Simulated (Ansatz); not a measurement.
Isolated molecules relaxed with PBE0-D4/def2-TZVP in Ansatz; ΔE leaves out vibrations. CCSD(T)/CBS adds triple-zeta CCSD(T) − MP2 to the extrapolated MP2 energy (def2 sets, frozen cores). This one scheme is used for every species. DFT in def2-TZVPP. B3LYP here is the variant with VWN-RPA as its local correlation; programs differ in this. HSE06 is defined as in plane-wave codes. For Ga outer-core shells are correlated without core-valence functions, which leaves a few kJ/mol of doubt a bond. Scalar relativity is left out up to krypton. Each species was taken in one conformer, which may not be the lowest.

`C[Si](C)(C)[CH2][Ga]([Cl])[Cl]` + CH₄ → `C[CH2][Ga]([Cl])[Cl]` + trimethylsilane  (formal exchange of groups at a C–Si bond)

| level | ΔE (kJ/mol) | difference from CCSD(T)/CBS |
| --- | --- | --- |
| LDA (SPW92) | 73.7 | -5.7 |
| PBE-D4 | 77.7 | -1.7 |
| revPBE-D4 | 79.2 | -0.2 |
| BLYP-D4 | 78.8 | -0.6 |
| r2SCAN-D4 | 81.0 | 1.6 |
| B97M-V | 79.8 | 0.4 |
| PBE0-D4 | 78.9 | -0.5 |
| B3LYP-D4 | 79.3 | -0.1 |
| r2SCANh-D4 | 81.0 | 1.6 |
| r2SCAN0-D4 | 80.7 | 1.3 |
| HSE06-D4 | 78.7 | -0.7 |
| CAM-B3LYP-D4 | 76.3 | -3.1 |
| ωB97X-V | 75.0 | -4.4 |
| ωB97M-V | 79.2 | -0.2 |
| PBE-QIDH | 76.7 | -2.7 |
| revPBE | 61.4 | -18.0 |
| BLYP | 57.9 | -21.5 |
| r2SCAN | 76.9 | -2.5 |
| B3LYP | 61.3 | -18.1 |
| r2SCANh | 76.4 | -3.0 |
| r2SCAN0 | 75.7 | -3.7 |
| HSE06 | 68.0 | -11.4 |
| BHLYP | 63.5 | -15.9 |
| CAM-B3LYP | 64.2 | -15.2 |
| LC-ωPBE | 69.9 | -9.5 |
| RPA@PBE/def2-TZVPP | 74.9 | -4.5 |
| HF/def2-SVP | 55.1 | -24.3 |
| MP2/def2-SVP | 75.3 | -4.1 |
| CCSD/def2-SVP | 66.9 | -12.5 |
| CCSD(T)/def2-SVP | 69.5 | -9.9 |
| MP2/def2-TZVPP | 85.7 | 6.3 |
| SCS-MP2/def2-TZVPP | 77.5 | -1.9 |
| CCSD/def2-TZVPP | 76.1 | -3.3 |
| CCSD(T)/def2-TZVPP | 80.0 | 0.6 |
| HF/def2-QZVPP | 57.3 | -22.1 |
| MP2/def2-QZVPP | 85.2 | 5.8 |
| SCS-MP2/def2-QZVPP | 76.9 | -2.5 |
| HF/CBS(def2) | 57.2 | -22.2 |
| MP2/CBS(def2) | 85.1 | 5.7 |
| CCSD/CBS(def2) | 75.5 | -3.9 |
| CCSD(T)/CBS | 79.4 | 0 |

Largest T1 diagnostic among the species: 0.011.

The D4 term adds +18.0 kJ/mol with B3LYP and +11.0 kJ/mol with PBE0; it sums over pairs of atoms, weighted by their polarisabilities, and B3LYP, whose exchange is more repulsive, gets the larger term. At CCSD(T), def2-SVP lies −9.9 kJ/mol from the extrapolated value and def2-TZVPP +0.6 kJ/mol. From BLYP to BHLYP (50 % exact exchange), in def2-TZVPP and without D4, ΔE moves by +5.6 kJ/mol.

CCSD(T)/CBS has its own doubt, a few kJ/mol and more with outer-core shells, so smaller differences from it don't rank the levels.
